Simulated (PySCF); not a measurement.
CH₅Br₂NOSi, singlet, geometry from GFN2-xTB, atoms displaced at random by about 0.03 Å a coordinate; PBE/STO-3G, gradient by finite differences in PySCF.

The PySCF input:
```python
from pyscf import gto, scf, dft

mol = gto.M(
    atom='''
C    -2.47798104   -0.06903172   -1.58105319
O    -1.24743770    0.52793205   -1.13748637
Si    0.02298250   -0.07018643   -0.50933384
N     1.03892958   -0.91015592   -1.68149910
Br    1.21478023    1.60178693    0.17078760
Br   -0.52648379   -1.40362208    1.13961910
H    -2.34178372   -0.52592674   -2.50125967
H    -2.79524666   -0.78432165   -0.84325423
H    -3.24393871    0.79636911   -1.60852844
H     1.98670342   -1.12077360   -1.52333136
H     0.64111164   -1.55447440   -2.29898740
''',
    basis='sto-3g',
    verbose=4,
)

mf = dft.RKS(mol)
mf.xc = 'pbe'
mf.conv_tol = 1e-11
mf.kernel()
scan, done = mf.as_scanner(), []
scan.scf_summary = {}
def energy(d):
    c = mol.atom_coords()
    c[3, 1] += d
    e = scan(mol.set_geom_(c, unit='Bohr', inplace=False))
    done.append(scan.converged)
    return e
h = 1e-5
fd = (energy(h) - energy(-h)) / (2 * h)
print('dE/dx =', fd)
```

### Question
Write the output that PySCF gives for this input, abridged.

### Answer

```
PySCF version 2.14.0

[INPUT] verbose = 4
[INPUT] num. atoms = 11
[INPUT] num. electrons = 110
[INPUT] charge = 0
[INPUT] spin (= nelec alpha-beta = 2S) = 0
[INPUT] symmetry False subgroup None
[INPUT] Mole.unit = angstrom
[INPUT] Symbol           X                Y                Z      unit          X                Y                Z       unit  Magmom
[...]
nuclear repulsion = 862.771566373294
number of shells = 35
number of NR pGTOs = 195
number of NR cGTOs = 65
basis = sto-3g
ecp = {}

******** <class 'pyscf.dft.rks.RKS'> ********
method = RKS
initial guess = minao
damping factor = 0
level_shift factor = 0
DIIS = <class 'pyscf.scf.diis.CDIIS'>
diis_start_cycle = 1
diis_space = 8
diis_damp = 0
SCF conv_tol = 1e-11
SCF conv_tol_grad = None
SCF max_cycles = 50
direct_scf = True
direct_scf_tol = 1e-13
XC library pyscf.dft.libxc version 7.1.2
    S. Lehtola, C. Steigemann, M. J. T. Oliveira, and M. A. L. Marques,  SoftwareX 7, 1–5 (2018)
XC functionals = pbe
    J. P. Perdew, K. Burke, and M. Ernzerhof,  Phys. Rev. Lett. 77, 3865 (1996)
    J. P. Perdew, K. Burke, and M. Ernzerhof,  Phys. Rev. Lett. 78, 1396 (1997)
    J. P. Perdew, K. Burke, and M. Ernzerhof,  Phys. Rev. Lett. 77, 3865 (1996)
    J. P. Perdew, K. Burke, and M. Ernzerhof,  Phys. Rev. Lett. 78, 1396 (1997)
radial grids:
    Treutler-Ahlrichs [JCP 102, 346 (1995); DOI:10.1063/1.469408] (M4) radial grids

becke partition: Becke, JCP 88, 2547 (1988); DOI:10.1063/1.454033
pruning grids: <function nwchem_prune>
grids dens level: 3
symmetrized grids: False
atomic radii adjust function: <function treutler_atomic_radii_adjust>
small_rho_cutoff = 0
Set gradient conv threshold to 3.16228e-06
Initial guess from minao.
tot grids = 151176
init E= -5539.69208703908
[...]
cycle= 1 E= -5545.57635944846  delta_E= -5.88  |g|= 0.799  |ddm|= 4.15
[...]
cycle= 2 E= -5545.41495661872  delta_E= 0.161  |g|= 1.17  |ddm|=    3
[...]
cycle= 3 E= -5545.80728355219  delta_E= -0.392  |g|= 0.218  |ddm|= 1.97
[...]
cycle= 4 E= -5545.8243792862  delta_E= -0.0171  |g|= 0.0777  |ddm|= 0.581
[...]
cycle= 5 E= -5545.82648485466  delta_E= -0.00211  |g|= 0.0134  |ddm|= 0.144
[...]
cycle= 6 E= -5545.82656047786  delta_E= -7.56e-05  |g|= 0.00621  |ddm|= 0.0434
[...]
cycle= 7 E= -5545.82657376894  delta_E= -1.33e-05  |g|= 0.000515  |ddm|= 0.0109
[...]
cycle= 8 E= -5545.82657386523  delta_E= -9.63e-08  |g|= 0.000158  |ddm|= 0.00134
[...]
cycle= 9 E= -5545.82657387614  delta_E= -1.09e-08  |g|= 2.73e-05  |ddm|= 0.000371
[...]
cycle= 10 E= -5545.82657387641  delta_E= -2.73e-10  |g|= 7.27e-06  |ddm|= 7e-05
[...]
cycle= 11 E= -5545.82657387644  delta_E= -2.82e-11  |g|= 7.4e-07  |ddm|= 2.33e-05
[...]
cycle= 12 E= -5545.82657387644  delta_E= -9.09e-13  |g|= 6.72e-08  |ddm|= 1.86e-06
[...]
Extra cycle  E= -5545.82657387645  delta_E= -7.28e-12  |g|= 5.44e-08  |ddm|= 2.57e-07
converged SCF energy = -5545.82657387645
Create scanner for <class 'pyscf.dft.rks.RKS'>

WARN: Mole.unit (angstrom) is changed to Bohr

New geometry
   1 C     -2.477981040000  -0.069031720000  -1.581053190000 AA   -4.682705507465  -0.130451044708  -2.987757517470 Bohr
   2 O     -1.247437700000   0.527932050000  -1.137486370000 AA   -2.357315610457   0.997646986880  -2.149537709726 Bohr
   3 Si     0.022982500000  -0.070186430000  -0.509333840000 AA    0.043430630658  -0.132633130361  -0.962501463573 Bohr
   4 N      1.038929580000  -0.910150628228  -1.681499100000 AA    1.963292368909  -1.719935419452  -3.177572777703 Bohr
   5 Br     1.214780230000   1.601786930000   0.170787600000 AA    2.295601936236   3.026938607608   0.322741789472 Bohr
   6 Br    -0.526483790000  -1.403622080000   1.139619100000 AA   -0.994910172123  -2.652461313592   2.153567985323 Bohr
   7 H     -2.341783720000  -0.525926740000  -2.501259670000 AA   -4.425329873765  -0.993857500185  -4.726695742720 Bohr
   8 H     -2.795246660000  -0.784321650000  -0.843254230000 AA   -5.282250638005  -1.482153112067  -1.593519548081 Bohr
[...]
pruning grids: <function nwchem_prune>
grids dens level: 3
symmetrized grids: False
atomic radii adjust function: <function treutler_atomic_radii_adjust>
small_rho_cutoff = 0
Set gradient conv threshold to 3.16228e-06
tot grids = 151176
init E= -5545.82657344798
[...]
cycle= 1 E= -5545.82657453869  delta_E= -1.09e-06  |g|= 1.74e-06  |ddm|= 1.94e-05
[...]
cycle= 2 E= -5545.82657453872  delta_E= -2.91e-11  |g|= 1.22e-06  |ddm|= 7.37e-06
[...]
cycle= 3 E= -5545.82657453869  delta_E= 2.82e-11  |g|= 3.53e-07  |ddm|= 3.06e-06
[...]
cycle= 4 E= -5545.82657453872  delta_E= -3.18e-11  |g|= 6.53e-08  |ddm|= 8.81e-07
[...]
cycle= 5 E= -5545.82657453869  delta_E= 2.91e-11  |g|= 8.62e-09  |ddm|= 1.29e-07
[...]
cycle= 6 E= -5545.8265745387  delta_E= -1.09e-11  |g|= 5.44e-09  |ddm|= 7.44e-09
[...]
cycle= 7 E= -5545.8265745387  delta_E= 6.37e-12  |g|= 3.94e-09  |ddm|= 3.5e-09
[...]
Extra cycle  E= -5545.82657453871  delta_E= -1.64e-11  |g|= 4.49e-09  |ddm|= 1.7e-08
converged SCF energy = -5545.82657453871

WARN: Mole.unit (angstrom) is changed to Bohr

New geometry
   1 C     -2.477981040000  -0.069031720000  -1.581053190000 AA   -4.682705507465  -0.130451044708  -2.987757517470 Bohr
   2 O     -1.247437700000   0.527932050000  -1.137486370000 AA   -2.357315610457   0.997646986880  -2.149537709726 Bohr
   3 Si     0.022982500000  -0.070186430000  -0.509333840000 AA    0.043430630658  -0.132633130361  -0.962501463573 Bohr
   4 N      1.038929580000  -0.910161211772  -1.681499100000 AA    1.963292368909  -1.719955419452  -3.177572777703 Bohr
   5 Br     1.214780230000   1.601786930000   0.170787600000 AA    2.295601936236   3.026938607608   0.322741789472 Bohr
   6 Br    -0.526483790000  -1.403622080000   1.139619100000 AA   -0.994910172123  -2.652461313592   2.153567985323 Bohr
   7 H     -2.341783720000  -0.525926740000  -2.501259670000 AA   -4.425329873765  -0.993857500185  -4.726695742720 Bohr
   8 H     -2.795246660000  -0.784321650000  -0.843254230000 AA   -5.282250638005  -1.482153112067  -1.593519548081 Bohr
   9 H     -3.243938710000   0.796369110000  -1.608528440000 AA   -6.130155726775   1.504919511964  -3.039678215174 Bohr
  10 H      1.986703420000  -1.120773600000  -1.523331360000 AA    3.754325354537  -2.117955151643  -2.878679067361 Bohr
  11 H      0.641111640000  -1.554474400000  -2.298987400000 AA    1.211525414871  -2.937530883648  -4.344456549826 Bohr

******** <class 'pyscf.scf.hf.RKS_Scanner'> ********
method = RKS_Scanner
initial guess = minao
damping factor = 0
level_shift factor = 0
DIIS = <class 'pyscf.scf.diis.CDIIS'>
diis_start_cycle = 1
diis_space = 8
diis_damp = 0
SCF conv_tol = 1e-11
SCF conv_tol_grad = None
SCF max_cycles = 50
direct_scf = True
direct_scf_tol = 1e-13
XC library pyscf.dft.libxc version 7.1.2
    S. Lehtola, C. Steigemann, M. J. T. Oliveira, and M. A. L. Marques,  SoftwareX 7, 1–5 (2018)
XC functionals = pbe
    J. P. Perdew, K. Burke, and M. Ernzerhof,  Phys. Rev. Lett. 77, 3865 (1996)
    J. P. Perdew, K. Burke, and M. Ernzerhof,  Phys. Rev. Lett. 78, 1396 (1997)
    J. P. Perdew, K. Burke, and M. Ernzerhof,  Phys. Rev. Lett. 77, 3865 (1996)
    J. P. Perdew, K. Burke, and M. Ernzerhof,  Phys. Rev. Lett. 78, 1396 (1997)
radial grids:
    Treutler-Ahlrichs [JCP 102, 346 (1995); DOI:10.1063/1.469408] (M4) radial grids

becke partition: Becke, JCP 88, 2547 (1988); DOI:10.1063/1.454033
pruning grids: <function nwchem_prune>
grids dens level: 3
symmetrized grids: False
atomic radii adjust function: <function treutler_atomic_radii_adjust>
small_rho_cutoff = 0
Set gradient conv threshold to 3.16228e-06
tot grids = 151176
init E= -5545.82657539556
[...]
cycle= 1 E= -5545.82657321417  delta_E= 2.18e-06  |g|= 3.54e-06  |ddm|= 3.88e-05
[...]
cycle= 2 E= -5545.82657321417  delta_E= 9.09e-13  |g|= 2.57e-06  |ddm|= 1.48e-05
[...]
Extra cycle  E= -5545.82657321416  delta_E= 1.82e-11  |g|= 2.92e-06  |ddm|= 1.08e-05
converged SCF energy = -5545.82657321416
dE/dx = -0.06622790351684671
```
